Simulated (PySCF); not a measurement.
Molecule: SMILES C1=CSC=C1C(C)=O, C$_{6}$H$_{6}$OS.

Bonds (- single, = double, # triple, : aromatic): C1-C2 1.508 Å, C2=O3 1.212 Å, C2-C4 1.487 Å, C4:C5 1.431 Å, C5:C6 1.368 Å, C6:S7 1.721 Å, S7:C8 1.703 Å, C8:C4 1.378 Å. C1 carries H9, H10, H11; C5 carries H12; C6 carries H13; C8 carries H14.

Geometry PBE0-D3(BJ)/def2-SVP throughout; GIAO in PySCF 2.14, gas phase, one conformer, non-relativistic; equivalent atoms averaged; basis pcSseg-1.

**Question.** How do the absolute shieldings σ depend on the functional? (a selection of nuclei; ppm; last column core-seconds on shared hosts with different chips, so compare them loosely; the GGAs took longer than the global hybrids here, which isn't the general rule, and the cause wasn't traced)

**Answer.** 
| functional | kind | C2 | C8 | C4 | C6 | C5 | O3 | S7 | H14 | H9/H10/H11 | core-s |
| --- | --- | --- | --- | --- | --- | --- | --- | --- | --- | --- | --- |
| HF | Hartree–Fock | -4.5 | 38.8 | 49.1 | 54.4 | 58.2 | -282.4 | 328.9 | 22.88 | 29.20 | 12 |
| LDA | LDA | -14.8 | 38.7 | 29.7 | 44.7 | 46.1 | -315.9 | 210.9 | 22.77 | 28.31 | 22 |
| PBE | GGA | -8.3 | 43.9 | 35.5 | 50.0 | 50.9 | -298.3 | 241.7 | 23.20 | 28.73 | 29 |
| BLYP | GGA | -14.1 | 37.5 | 29.6 | 44.0 | 45.7 | -299.6 | 221.5 | 23.42 | 28.93 | 28 |
| BP86 | GGA | -8.7 | 43.1 | 35.0 | 49.4 | 50.5 | -293.9 | 238.8 | 23.26 | 28.79 | 35 |
| KT2 | GGA | 6.1 | 55.8 | 46.8 | 61.6 | 62.1 | -252.0 | 290.1 | 23.23 | 28.77 | 28 |
| KT3 | GGA | 7.0 | 55.9 | 48.3 | 62.2 | 62.5 | -249.0 | 293.7 | 23.38 | 28.93 | 28 |
| B3LYP | global hybrid | -13.4 | 36.8 | 32.6 | 44.7 | 47.5 | -304.4 | 238.6 | 23.23 | 28.94 | 16 |
| PBE0 | global hybrid | -7.6 | 43.0 | 39.2 | 50.9 | 53.0 | -303.5 | 263.0 | 23.01 | 28.78 | 18 |
| LC-wPBE | range-separated hybrid | -10.7 | 39.1 | 40.2 | 48.5 | 52.3 | -306.0 | 268.6 | 22.93 | 28.84 | 34 |

**Question.** Which nucleus among those listed moves most, in ppm?

**Answer.** S7 (aromatic ring sulfur): from 210.9 ppm with LDA to 328.9 ppm with HF. The smallest spread is 0.65 ppm, at H14. Proton shifts span only some 12 ppm, so a few tenths of a ppm matter as much there as several ppm in carbon.
